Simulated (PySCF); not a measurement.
PySCF input file for Si(F)2(Me)(NH2) (CH5F2NSi), SMILES C[Si](N)(F)F, PBE/pcSseg-1. The structure is a stationary point at PBE0-D3(BJ)/def2-SVP. The structure was generated by enumeration, and PubChem lists no compound with its InChIKey, so it may never have been made. The values are those of a single conformer.

```python
import numpy as np
from pyscf import gto, scf, dft
from pyscf.prop.nmr import rks as nmr

mol = gto.M(
    atom='''
    C     1.50701969    0.60686302   -0.81442411
    Si   -0.02276105   -0.00846658    0.01159535
    N    -1.21987990    1.19080839    0.13823231
    F     0.27454533   -0.54516567    1.50866529
    F    -0.52425319   -1.33968260   -0.77134918
    H     1.28890593    0.96022099   -1.83418864
    H     1.95282304    1.43783996   -0.24856285
    H     2.25031100   -0.20040651   -0.89360552
    H    -1.38149862    1.85358229   -0.60965922
    H    -2.04747496    1.05409291    0.70675482
    ''',
    basis='pcSseg-1',
    charge=0,
    spin=0,
    max_memory=1600,
    verbose=3,
)
mf = dft.RKS(mol, xc='pbe')
mf.grids.level = 3
mf.conv_tol = 1e-10
mf.max_cycle = 100
mf.kernel()
n = nmr.NMR(mf)
n.verbose = 2
n.max_cycle_cphf = 60
sigma = n.kernel()
print('atom   isotropic/ppm   span/ppm')
for i, s in enumerate(sigma):
    w = np.linalg.eigvalsh((s + s.T) / 2)
    print(f'{mol.atom_symbol(i):2s}{i + 1:3d} {w.mean():14.3f} {w[2] - w[0]:11.3f}')
```

Output:

```
converged SCF energy = -584.731070803174
atom   isotropic/ppm   span/ppm
C   1        186.915      11.586
Si  2        355.155      73.325
N   3        232.736      69.867
F   4        316.207     122.517
F   5        284.690     133.155
H   6         31.210      10.459
H   7         31.044      11.085
H   8         30.990      11.346
H   9         30.514      16.232
H  10         30.295      17.988
```

The calculation finished and met its thresholds.

Cost: around 28 core-seconds (rough).
